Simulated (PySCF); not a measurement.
PbCl₂, SMILES [Cl][Pb][Cl] (connectivity only; charge and spin as stated), neutral, multiplicity 1. Atoms are numbered in the order given.

```xyz
3

Pb     0.0000     0.0000     0.4677
Cl     0.0000    -1.8990    -1.1279
Cl     0.0000     1.8990    -1.1279
```

The structure is a stationary point at PBE-D3(BJ)/def2-TZVP. The isomer is the one that the SMILES or the coordinates give; other isomers of the formula were not compared. The def2 effective core potentials stand for the cores of Pb; spin–orbit coupling is left out.

The numbers are results of PySCF with PBE-D3(BJ)/def2-TZVP, not measurements.

Frequencies are harmonic and unscaled.

Computed harmonic wavenumbers and intensities:
```tsv
mode	ν (cm⁻¹)	IR (km/mol)	moving atoms (share of kinetic energy)
1	93	2.2	Cl 88 %, Pb 12 %
2	295	75.6	Cl 83 %, Pb 17 %
3	311	31.1	Cl 87 %, Pb 13 %
```
